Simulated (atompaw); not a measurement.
# LDA (PW92) PAW (atompaw) dataset for magnesium, scalar-relativistic all-electron reference.

- Element: Mg (Z = 12)
- Generator: atompaw 4.2.0.5
- Type: PAW
- Functional: LDA (PW92)
- Relativity: scalar-relativistic
- Frozen core: [He]
- Valence charge: 10
- Reference configuration: 2s2 2p6 3s1 3p0 (charge +1)
- Partial waves: 2s (bound): rc 1.15 bohr; 3s (bound): rc 1.40 bohr; 2p (bound): rc 0.65 bohr; 3p (bound, empty): rc 1.35 bohr; 3d channel at -0.1 Ry: rc 1.40 bohr
- Local potential: troulliermartins scheme with l = 3 at -0.5 Ry, radius 0.90 bohr
- Core correction: smooth core density matched at 1.15 bohr
- Augmentation charge: sinc compensation charge, radius 1.05 bohr; PAW radius 1.40 bohr; waves and projectors: modrrkj vanderbiltortho

All-electron outer shells of the reference configuration (LDA (PW92), scalar-relativistic, ld1.x):

```
shell  level (eV)  outermost node (bohr)  outermost maximum (bohr)
   2s      -88.41                   0.18                      0.55
   2p      -55.82                      –                      0.48
   3s      -11.52                   0.90                      2.35
   3p       -7.16                   0.94                      2.90
```

What the tests gave:

- Cutoffs needed: 160 Ry and 300 Ry (the cutoffs (Ry, on a coarse ladder) from which the occupation-weighted sum of valence levels, in a spherical-Bessel basis at the reference potential, stays within 10 and 1 mRy of its value at 400 Ry)
- Ghost test: no extra level below or beside the all-electron valence levels (s, p, d, f tested) (spherical-Bessel basis up to 400 Ry, 20 bohr box)
- Lowest eigenvalue of the overlap operator: 0.45 (p channel)
- Overlap eigenvalues printed by atompaw (projector basis): 0.586, 1.11, 376, 1.11e+04, 7.44e+05
- Share of each valence orbital outside the PAW sphere: 2s 3 %, 3s 94 %, 2p 5 %, 3p 97 %

Generation and tests took about 0.76 s on one core of a shared server CPU.
